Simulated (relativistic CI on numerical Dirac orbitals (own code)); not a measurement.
## Radial parameters of Er⁴⁴⁺

Calculated at this level of theory: Dirac-Coulomb-Breit CI, orbitals from a KLI potential per configuration, model QED (radiative potential, 1s self-energy scaled to tabulated hydrogen-like ionisation energies), unscaled Slater integrals (own radial code, finite nucleus).

Slater integrals F^k, G^k are unscaled and averaged over j, outside the closed core [Ne]; ζ comes from projecting the Hamiltonian with its Breit term on Σ l·s of the shell.

- 3s²3p⁶3d⁶: F^2(3d,3d) = 535320, F^4(3d,3d) = 345530, ζ(3d) = 150650 cm⁻¹; <r>(3d) = 0.1905, <r^2>(3d) = 0.04213 (bohr units).
- 3s²3p⁵3d⁷: ζ(3p) = 1.1389e+06, F^2(3d,3d) = 534450, F^4(3d,3d) = 344940, F^2(3p,3d) = 464950, G^1(3p,3d) = 497910, G^3(3p,3d) = 331540, ζ(3d) = 149310 cm⁻¹; <r>(3p) = 0.2128, <r^2>(3p) = 0.05242, <r>(3d) = 0.1908, <r^2>(3d) = 0.04226 (bohr units).
- 3s²3p⁴3d⁸: F^2(3p,3p) = 461710, ζ(3p) = 1.1381e+06, F^2(3d,3d) = 533560, F^4(3d,3d) = 344330, F^2(3p,3d) = 464540, G^1(3p,3d) = 497910, G^3(3p,3d) = 331410, ζ(3d) = 147990 cm⁻¹; <r>(3p) = 0.213, <r^2>(3p) = 0.05251, <r>(3d) = 0.1911, <r^2>(3d) = 0.04239 (bohr units).

Give the Racah parameters of the d shell in 3s²3p⁶3d⁶.

B = F²/49 − 5F⁴/441 = 7007 cm⁻¹ and C = 35F⁴/441 = 27423 cm⁻¹.

Averages of the first 10 configurations, taken without configuration mixing, which lowers the lowest level and can move excited configurations by several eV; other configurations of the list can lie among them:

```json
{"Configuration": "3s²3p⁶3d⁶", "Parity": "even", "States": "210", "Average energy above the lowest level (eV)": "85.3"}
{"Configuration": "3s²3p⁵3d⁷", "Parity": "odd", "States": "720", "Average energy above the lowest level (eV)": "490.8"}
{"Configuration": "3s²3p⁴3d⁸", "Parity": "even", "States": "675", "Average energy above the lowest level (eV)": "903.7"}
{"Configuration": "3s3p⁶3d⁷", "Parity": "even", "States": "240", "Average energy above the lowest level (eV)": "835.2"}
{"Configuration": "3p⁶3d⁸", "Parity": "even", "States": "45", "Average energy above the lowest level (eV)": "1595.2"}
{"Configuration": "3s3p⁵3d⁸", "Parity": "odd", "States": "540", "Average energy above the lowest level (eV)": "1239.3"}
{"Configuration": "3s²3p⁶3d⁵4s", "Parity": "even", "States": "504", "Average energy above the lowest level (eV)": "1527.0"}
{"Configuration": "3s²3p⁶3d⁵4p", "Parity": "odd", "States": "1512", "Average energy above the lowest level (eV)": "1656.6"}
{"Configuration": "3s²3p⁴3d⁷4s", "Parity": "even", "States": "3600", "Average energy above the lowest level (eV)": "2327.7"}
{"Configuration": "3s²3p⁶3d⁵4d", "Parity": "even", "States": "2520", "Average energy above the lowest level (eV)": "1811.0"}
```
